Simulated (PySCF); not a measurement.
# V³⁺ (vanadium, charge +3): UHF calculation

Configuration: [Ar] 3d2, high-spin 3F determinant. Computed with PySCF 2.14 in aug-cc-pVTZ (8s7p5d3f2g, 93 functions), with no relativity, point nucleus.

```json
{"Total energy": "-941.144978 hartree", "One-electron energy": "-1266.5986 hartree", "Hartree (Coulomb) energy": "368.9118 hartree", "Exchange energy": "-43.4581 hartree", "Kinetic energy": "941.24180 hartree", "⟨S²⟩": "2.0026", "⟨L²⟩": "12.034", "Sum of ⟨r⟩": "12.59 bohr", "Sum of ⟨r²⟩": "13.09 bohr²", "Density at the nucleus (Gaussians lack the cusp)": "8120 bohr⁻³", "Spin density at the nucleus": "-0.0365 bohr⁻³", "Langevin diamagnetic susceptibility": "-10.4 ×10⁻⁶ cm³/mol"}
```

| shell | electrons | mean orbital energy (hartree) | rms radius, mean of both spins (bohr) |
| --- | --- | --- | --- |
| 1s α | 1 | -202.78576 | 0.0776 |
| 1s β | 1 | -202.78500 | 0.0776 |
| 2s α | 1 | -25.20273 | 0.335 |
| 2s β | 1 | -25.15260 | 0.335 |
| 2p α | 3 | -21.35079 | 0.304 |
| 2p β | 3 | -21.30039 | 0.304 |
| 3s α | 1 | -4.50120 | 1.01 |
| 3s β | 1 | -4.34269 | 1.01 |
| 3p α | 3 | -3.34248 | 1.08 |
| 3p β | 3 | -3.14869 | 1.08 |
| 3d α | 2 | -1.74714 | 1.28 |

Spin-orbit constants ζ (cm⁻¹) from the X2C one-electron operator on these orbitals (non-relativistic here): bare nucleus, nucleus screened by l(l+1)(2l+1)/3 electrons, and screened by the Breit-Pauli mean field of the electrons.

| shell | bare | screened nucleus | mean field |
| --- | --- | --- | --- |
| 2p | 39520 | 36080 | 34480 |
| 3p | 4604 | 4204 | 3988 |
| 3d | 433.2 | 244.8 | 217.4 |

To first order the Landé constant is A = 108.7 cm⁻¹, so the lowest level has J = 2 and lies 0.0539 eV below the centre of the term. This holds in LS coupling only.
